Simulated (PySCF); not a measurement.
Ortho-cyanophenol, C7H5NO.
Structure used (PBE0-D3(BJ)/def2-SVP), in Å, numbered top down from 1:
```xyz
14
C7H5NO angstrom
N      3.205   -0.727   -0.813
C      2.061   -0.675   -0.620
C      0.670   -0.522   -0.342
C     -0.273   -1.508   -0.676
C     -1.614   -1.314   -0.385
C     -2.016   -0.129    0.242
C     -1.096    0.855    0.578
C      0.261    0.672    0.291
O      1.122    1.637    0.628
H      0.070   -2.421   -1.164
H     -2.348   -2.079   -0.643
H     -3.072    0.031    0.473
H     -1.400    1.782    1.066
H      2.022    1.388    0.370
```

Linear response at CAM-B3LYP/def2-SVPD (PySCF, frozen core in the response, non-relativistic). One conformer (not necessarily the lowest) at the PBE0-D3(BJ)/def2-SVP geometry, without solvent, vibrations or thermal averaging.

Static isotropic polarisability: 89.37 au (13.24 Å³), principal values 50.5, 93.1, 124.5 au.

Task: What is the polarisability at 1064 nm and at the sodium D line?

Result: 90.60 au at 1064 nm (+1.4 %), 93.66 au at 589.3 nm (+4.8 %). The rise at 589.3 nm is 3.50 times that at 1064 nm; a pure ω² law gives 3.26. The lowest singlet lies at 259 nm, shorter than both wavelengths.

Task: What is the isotropic C6 coefficient between two such molecules, C6 = (3/π)∫α(iω)² dω?

Result: 2950 au (Eh·bohr⁶) by a ten-point quadrature over imaginary frequencies, which is 1760 eV·Å⁶ or 170 J·nm⁶/mol.

Task: Which effective excitation energy ω̄ makes London's formula C6 = (3/4)α²ω̄ exact here?

Result: ω̄ = 4·C6/(3α²) = 0.493 Eh = 13.4 eV. A one-pole form α(ω) = α/(1 − ω²/ω̄²) fitted to the 1064 nm value gives 10.0 eV.

Task: The lowest 6 singlets have (eV, f): 4.78, 0.084; 5.65, 0.067; 6.43, 0.000; 6.50, 0.634; 6.71, 0.003; 6.78, 0.324. What share of the static polarisability do they carry in the sum over states α = Σ f/ω²?

Result: 20.67 au, 23.1 % of α; the largest term, 11.13 au, is that of the state at 6.50 eV. Their oscillator strengths add up to 1.11. Higher states carry the rest.

Task: How many electrons N does the Slater–Kirkwood formula C6 = (3/4)·√N·α^(3/2) need to give this C6?

Result: N = (4·C6/3)²/α³ = 21.7; the species has 62 electrons in all.

Task: What does −C6/R⁶ come to at R = 10 Å between centres?

Result: -170 J/mol. This is the leading, orientation-averaged term; C8 and higher terms are left out.

Task: What n − 1 at the D line would an ideal gas of it have at 273.15 K and 1 atm (2.6868 × 10¹⁹ cm⁻³), by n − 1 = 2π·N·α′?

Result: 23.43 × 10⁻⁴, a formal value whether or not that pressure can be reached.

Task: How anisotropic is the static polarisability, by Δα² = ½[(α1 − α2)² + (α2 − α3)² + (α3 − α1)²]?

Result: Δα = 64.3 au, or 0.72 of the isotropic value.

Task: What three-body coefficient follows from the one-pole estimate C9 = (3/4)·α·C6?

Result: 198000 au. This is an estimate from the two numbers above, not a computed integral.
